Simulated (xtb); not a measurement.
xtb input (GFN2-xTB):

```bash
xtb mol.xyz --gfn 2 --ohess tight --chrg 0 --uhf 0
```
mol.xyz:
```
18

C     -2.51117042     0.21716484    -0.09287793
C     -1.13804374     0.83032596     0.12090381
C      0.02985342     0.26418046    -0.11370840
Si     1.58851522     1.16126449     0.27410034
C      0.20668409    -1.08954878    -0.76711863
C      0.26234456    -2.24287483     0.19891695
H     -2.51240178    -0.71537925    -0.65544081
H     -3.13378332     0.86800133    -0.73141332
H     -3.06154571     0.03887174     0.81949652
H     -1.15647355     1.73490521     0.61954760
H      2.43693857     0.32900134     1.17569519
H      2.34228932     1.43977759    -0.88489093
H      1.27177449     2.44395506     0.98089661
H      1.11396259    -1.11092304    -1.37018971
H     -0.62212476    -1.32071977    -1.47883670
H     -0.67999680    -2.32196689     0.81932568
H      1.06232293    -2.09819932     0.92841833
H      0.36638807    -3.23898995    -0.24304673
```

End of the output:

```
   ------------------------------------------------------------------------
    298.15    0.103478E-01    0.159059E+00    0.442909E-01    0.114768E+00
   ------------------------------------------------------------------------

         :::::::::::::::::::::::::::::::::::::::::::::::::::::
         ::                  THERMODYNAMIC                  ::
         :::::::::::::::::::::::::::::::::::::::::::::::::::::
         :: total free energy         -18.409045439807 Eh   ::
         ::.................................................::
         :: total energy              -18.523813107184 Eh   ::
         :: zero point energy           0.148710778912 Eh   ::
         :: G(RRHO) w/o ZPVE           -0.033943111535 Eh   ::
         :: G(RRHO) contrib.            0.114767667377 Eh   ::
         :::::::::::::::::::::::::::::::::::::::::::::::::::::

optimized geometry written to: xtbopt.xyz

           -------------------------------------------------
          | TOTAL ENERGY              -18.523813107184 Eh   |
          | TOTAL ENTHALPY            -18.364754534351 Eh   |
          | TOTAL FREE ENERGY         -18.409045439807 Eh   |
          | GRADIENT NORM               0.000156469180 Eh/α |
          | HOMO-LUMO GAP               4.508850453660 eV   |
           -------------------------------------------------

------------------------------------------------------------------------
------------------------------------------------------------------------
 total:
 SCF:
 ANC optimizer:
 analytical hessian:
```
